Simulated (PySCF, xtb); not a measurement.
F4Se, SMILES F[Se-](F)(F)F, charge -1, multiplicity 2.

Harmonic wavenumbers (cm⁻¹) from GFN2-xTB (xtb) at its own minimum, in rising order: 88, 101, 151, 205, 272, 320, 410, 420, 462.

What does TPSSh-D3(BJ)/def2-SVPD in PySCF 2.14.0 give at its own minimum? (Estimate from the structure and the level; the computed values follow.)

138, 181, 189, 280, 284, 343, 460, 504, 559. Paired by order, the mean absolute difference is 57 cm⁻¹ and the zero-point energies are 3.5 and 4.2 kcal/mol.
